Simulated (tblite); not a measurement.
Record of a relaxation.

C6H10ClOS (charge +1).
SMILES with atom numbers: `[CH3:1][O:2][C+:3](/[CH:4]=[CH:5]\[Cl:6])[CH2:7][S:8][CH3:9]` (hydrogens: H10, H11, H12 on C1; H13 on C4; H14 on C5; H15, H16 on C7; H17, H18, H19 on C9)
Bond orders are those of one Lewis drawing.

Computed with GFN2-xTB (tblite), gas phase: L-BFGS steps from a force-field or distance-geometry start until the largest atomic force falls under 0.01 eV/Å. 4 of its 157 geometries are shown.

Step 0: E = -797.0957 eV, largest atomic force 3.164 eV/Å
```
atom  x, y, z in Å  |  force x, y, z in eV/Å
C1     -1.090   -2.415   -0.147   -0.618  -0.434  -0.469
O2     -1.747   -1.186   -0.513    1.787   1.453   2.170
C3     -1.039   -0.082   -0.051   -2.377   0.422  -1.508
C4     -1.897    0.882    0.619    0.279  -2.419  -0.883
C5     -1.653    2.091    1.127    1.087   1.589   0.311
Cl6    -0.192    2.969    1.108   -0.305  -0.517  -0.099
C7      0.310    0.199   -0.634   -0.832  -0.340   0.267
S8      1.612   -0.232    0.578    0.473   0.111   0.253
C9      3.035    0.406   -0.329    0.137   0.483  -0.180
H10    -0.197   -2.570   -0.735    0.365  -0.086  -0.071
H11    -0.874   -2.445    0.923    0.052   0.131  -0.120
H12    -1.792   -3.234   -0.367    0.115   0.397  -0.062
H13    -2.919    0.508    0.781    0.453   0.045  -0.149
H14    -2.424    2.662    1.614   -0.327  -0.057   0.079
H15     0.404    1.246   -0.943   -0.080  -0.028   0.460
H16     0.460   -0.410   -1.517    0.023  -0.309  -0.240
H17     3.128   -0.087   -1.294   -0.094  -0.039   0.047
H18     3.938    0.218    0.249   -0.165  -0.049   0.101
H19     2.929    1.490   -0.475    0.029  -0.354   0.094
```

Step 52: E = -797.9460 eV, largest atomic force 0.057 eV/Å
```
atom  x, y, z in Å  |  force x, y, z in eV/Å
C1     -1.016   -2.493   -0.236   -0.004   0.022   0.000
O2     -1.616   -1.272    0.166    0.008   0.003   0.029
C3     -1.085   -0.104    0.070    0.018   0.011  -0.004
C4     -1.871    0.935    0.653    0.013   0.012   0.025
C5     -1.547    2.219    0.943   -0.038  -0.010  -0.005
Cl6    -0.062    2.977    0.778   -0.043  -0.025   0.008
C7      0.205    0.137   -0.592    0.005  -0.009  -0.029
S8      1.547   -0.274    0.647   -0.012  -0.004  -0.013
C9      2.934    0.450   -0.253   -0.004  -0.002   0.028
H10    -0.244   -2.378   -0.994   -0.011   0.006  -0.003
H11    -0.580   -2.963    0.650   -0.015   0.018  -0.018
H12    -1.821   -3.126   -0.609   -0.014   0.008   0.016
H13    -2.870    0.623    0.935    0.027  -0.023  -0.004
H14    -2.317    2.849    1.377    0.053  -0.004  -0.009
H15     0.333    1.185   -0.851   -0.031  -0.029  -0.038
H16     0.352   -0.497   -1.468    0.012  -0.002  -0.006
H17     3.044   -0.038   -1.218   -0.001   0.021   0.019
H18     3.812    0.259    0.358    0.016   0.007   0.004
H19     2.790    1.520   -0.364    0.021   0.001   0.000
```

Step 104: E = -798.0996 eV, largest atomic force 0.259 eV/Å
```
atom  x, y, z in Å  |  force x, y, z in eV/Å
C1     -1.332   -2.553   -0.388    0.013   0.030   0.145
O2     -1.524   -1.299    0.267    0.075  -0.080  -0.022
C3     -0.833   -0.231    0.004   -0.070  -0.028  -0.103
C4     -1.220    0.883    0.824    0.061  -0.023  -0.118
C5     -0.961    2.199    0.694    0.244  -0.081  -0.029
Cl6    -0.095    2.961   -0.547   -0.105   0.054  -0.030
C7      0.260   -0.241   -0.982    0.066   0.034   0.077
S8      1.558   -0.654    0.286   -0.031   0.014  -0.102
C9      2.490    0.897    0.356   -0.105  -0.026   0.061
H10    -1.490   -2.490   -1.469    0.004   0.036   0.139
H11    -0.331   -2.941   -0.166   -0.098   0.027  -0.074
H12    -2.080   -3.216    0.051    0.061   0.052  -0.062
H13    -1.876    0.582    1.628   -0.017   0.066   0.140
H14    -1.315    2.884    1.450   -0.156   0.044  -0.006
H15     0.518    0.710   -1.433   -0.147  -0.006  -0.011
H16     0.163   -1.035   -1.718    0.179   0.043  -0.028
H17     2.817    1.157   -0.646    0.032  -0.004   0.010
H18     3.352    0.705    0.991   -0.046  -0.035  -0.029
H19     1.888    1.692    0.790    0.038  -0.117   0.042
```

Step 156: E = -798.1925 eV, largest atomic force 0.009 eV/Å
```
atom  x, y, z in Å  |  force x, y, z in eV/Å
C1     -1.289   -2.545   -0.332    0.000  -0.002  -0.003
O2     -1.407   -1.298    0.338   -0.002  -0.003  -0.003
C3     -0.754   -0.237   -0.030    0.000  -0.001   0.001
C4     -1.043    0.905    0.793   -0.006   0.000   0.002
C5     -0.827    2.218    0.573   -0.003   0.001   0.004
Cl6    -0.169    2.966   -0.795    0.003   0.002  -0.003
C7      0.230   -0.224   -1.125    0.006  -0.003   0.001
S8      1.579   -0.736    0.033    0.005   0.001   0.000
C9      2.299    0.841    0.521   -0.002   0.001  -0.001
H10    -1.615   -2.476   -1.372    0.001   0.004   0.001
H11    -0.261   -2.912   -0.284   -0.001  -0.001   0.002
H12    -1.945   -3.227    0.206    0.003   0.004   0.001
H13    -1.568    0.650    1.705    0.000  -0.001  -0.001
H14    -1.153    2.925    1.327    0.000   0.005   0.003
H15     0.435    0.748   -1.557   -0.002   0.000  -0.002
H16     0.101   -0.986   -1.888   -0.001  -0.003   0.003
H17     2.586    1.404   -0.361    0.002   0.006  -0.007
H18     3.184    0.589    1.101   -0.004  -0.001   0.003
H19     1.607    1.405    1.141    0.002  -0.009   0.000
```

**Question.** Summarise the path.

**Answer.** The energy falls by 25.29 kcal/mol from step 0 to step 156; nine tenths of that is first reached at step 102. It rises by more than 0.2 meV at step 107. The largest force goes from 3.164 to 0.009 eV/Å. Among the bonds O2–C3 changes most, from 1.390 to 1.300 Å; the atoms move by 1.222 Å rms after alignment.

**Question.** Follow the three bonds and two angles with the largest change from start to end.

**Answer.** 
```json
{"step": "0", "E above end (kcal/mol)": "25.29", "largest force (eV/Å)": "3.164", "O2–C3 (Å)": "1.390", "C3–C7 (Å)": "1.496", "C1–O2 (Å)": "1.441", "C3–C7–S8 (°)": "109.8", "C1–O2–C3 (°)": "111.1"}
{"step": "7", "E above end (kcal/mol)": "12.41", "largest force (eV/Å)": "0.485", "O2–C3 (Å)": "1.300", "C3–C7 (Å)": "1.474", "C1–O2 (Å)": "1.425", "C3–C7–S8 (°)": "113.6", "C1–O2–C3 (°)": "122.5"}
{"step": "14", "E above end (kcal/mol)": "8.26", "largest force (eV/Å)": "0.452", "O2–C3 (Å)": "1.288", "C3–C7 (Å)": "1.469", "C1–O2 (Å)": "1.417", "C3–C7–S8 (°)": "110.8", "C1–O2–C3 (°)": "127.4"}
{"step": "20", "E above end (kcal/mol)": "7.03", "largest force (eV/Å)": "0.183", "O2–C3 (Å)": "1.284", "C3–C7 (Å)": "1.469", "C1–O2 (Å)": "1.417", "C3–C7–S8 (°)": "107.7", "C1–O2–C3 (°)": "127.5"}
{"step": "27", "E above end (kcal/mol)": "6.19", "largest force (eV/Å)": "0.120", "O2–C3 (Å)": "1.284", "C3–C7 (Å)": "1.470", "C1–O2 (Å)": "1.419", "C3–C7–S8 (°)": "106.8", "C1–O2–C3 (°)": "126.0"}
{"step": "34", "E above end (kcal/mol)": "6.00", "largest force (eV/Å)": "0.058", "O2–C3 (Å)": "1.285", "C3–C7 (Å)": "1.472", "C1–O2 (Å)": "1.417", "C3–C7–S8 (°)": "106.4", "C1–O2–C3 (°)": "125.8"}
{"step": "41", "E above end (kcal/mol)": "5.88", "largest force (eV/Å)": "0.080", "O2–C3 (Å)": "1.284", "C3–C7 (Å)": "1.473", "C1–O2 (Å)": "1.416", "C3–C7–S8 (°)": "106.9", "C1–O2–C3 (°)": "125.3"}
{"step": "47", "E above end (kcal/mol)": "5.76", "largest force (eV/Å)": "0.090", "O2–C3 (Å)": "1.285", "C3–C7 (Å)": "1.469", "C1–O2 (Å)": "1.417", "C3–C7–S8 (°)": "107.0", "C1–O2–C3 (°)": "125.5"}
{"step": "54", "E above end (kcal/mol)": "5.66", "largest force (eV/Å)": "0.084", "O2–C3 (Å)": "1.287", "C3–C7 (Å)": "1.470", "C1–O2 (Å)": "1.419", "C3–C7–S8 (°)": "106.9", "C1–O2–C3 (°)": "125.9"}
{"step": "61", "E above end (kcal/mol)": "5.48", "largest force (eV/Å)": "0.110", "O2–C3 (Å)": "1.287", "C3–C7 (Å)": "1.471", "C1–O2 (Å)": "1.416", "C3–C7–S8 (°)": "105.1", "C1–O2–C3 (°)": "125.9"}
{"step": "68", "E above end (kcal/mol)": "5.33", "largest force (eV/Å)": "0.078", "O2–C3 (Å)": "1.288", "C3–C7 (Å)": "1.471", "C1–O2 (Å)": "1.416", "C3–C7–S8 (°)": "103.6", "C1–O2–C3 (°)": "126.2"}
{"step": "75", "E above end (kcal/mol)": "5.14", "largest force (eV/Å)": "0.099", "O2–C3 (Å)": "1.289", "C3–C7 (Å)": "1.472", "C1–O2 (Å)": "1.417", "C3–C7–S8 (°)": "102.0", "C1–O2–C3 (°)": "126.8"}
{"step": "81", "E above end (kcal/mol)": "5.02", "largest force (eV/Å)": "0.130", "O2–C3 (Å)": "1.290", "C3–C7 (Å)": "1.473", "C1–O2 (Å)": "1.419", "C3–C7–S8 (°)": "101.9", "C1–O2–C3 (°)": "126.5"}
{"step": "88", "E above end (kcal/mol)": "4.60", "largest force (eV/Å)": "0.253", "O2–C3 (Å)": "1.293", "C3–C7 (Å)": "1.474", "C1–O2 (Å)": "1.421", "C3–C7–S8 (°)": "98.6", "C1–O2–C3 (°)": "124.2"}
{"step": "95", "E above end (kcal/mol)": "3.60", "largest force (eV/Å)": "0.201", "O2–C3 (Å)": "1.293", "C3–C7 (Å)": "1.475", "C1–O2 (Å)": "1.423", "C3–C7–S8 (°)": "96.1", "C1–O2–C3 (°)": "123.0"}
{"step": "102", "E above end (kcal/mol)": "2.48", "largest force (eV/Å)": "0.209", "O2–C3 (Å)": "1.298", "C3–C7 (Å)": "1.473", "C1–O2 (Å)": "1.425", "C3–C7–S8 (°)": "94.1", "C1–O2–C3 (°)": "123.7"}
{"step": "109", "E above end (kcal/mol)": "1.05", "largest force (eV/Å)": "0.201", "O2–C3 (Å)": "1.297", "C3–C7 (Å)": "1.472", "C1–O2 (Å)": "1.420", "C3–C7–S8 (°)": "92.7", "C1–O2–C3 (°)": "124.3"}
{"step": "115", "E above end (kcal/mol)": "0.30", "largest force (eV/Å)": "0.108", "O2–C3 (Å)": "1.299", "C3–C7 (Å)": "1.473", "C1–O2 (Å)": "1.422", "C3–C7–S8 (°)": "91.6", "C1–O2–C3 (°)": "123.8"}
{"step": "122", "E above end (kcal/mol)": "0.18", "largest force (eV/Å)": "0.033", "O2–C3 (Å)": "1.300", "C3–C7 (Å)": "1.472", "C1–O2 (Å)": "1.422", "C3–C7–S8 (°)": "90.7", "C1–O2–C3 (°)": "123.1"}
{"step": "129", "E above end (kcal/mol)": "0.10", "largest force (eV/Å)": "0.053", "O2–C3 (Å)": "1.300", "C3–C7 (Å)": "1.472", "C1–O2 (Å)": "1.420", "C3–C7–S8 (°)": "90.9", "C1–O2–C3 (°)": "122.4"}
{"step": "136", "E above end (kcal/mol)": "0.03", "largest force (eV/Å)": "0.026", "O2–C3 (Å)": "1.300", "C3–C7 (Å)": "1.473", "C1–O2 (Å)": "1.420", "C3–C7–S8 (°)": "91.3", "C1–O2–C3 (°)": "122.7"}
{"step": "142", "E above end (kcal/mol)": "0.02", "largest force (eV/Å)": "0.019", "O2–C3 (Å)": "1.300", "C3–C7 (Å)": "1.472", "C1–O2 (Å)": "1.421", "C3–C7–S8 (°)": "91.1", "C1–O2–C3 (°)": "122.8"}
{"step": "149", "E above end (kcal/mol)": "0.00", "largest force (eV/Å)": "0.014", "O2–C3 (Å)": "1.300", "C3–C7 (Å)": "1.472", "C1–O2 (Å)": "1.420", "C3–C7–S8 (°)": "91.0", "C1–O2–C3 (°)": "122.8"}
{"step": "156", "E above end (kcal/mol)": "0.00", "largest force (eV/Å)": "0.009", "O2–C3 (Å)": "1.300", "C3–C7 (Å)": "1.472", "C1–O2 (Å)": "1.420", "C3–C7–S8 (°)": "91.1", "C1–O2–C3 (°)": "122.8"}
```

The cost below is that of the whole relaxation. Time: 2.6 s. Hardware: an Intel Xeon at 2.70 GHz with one thread (shared host).
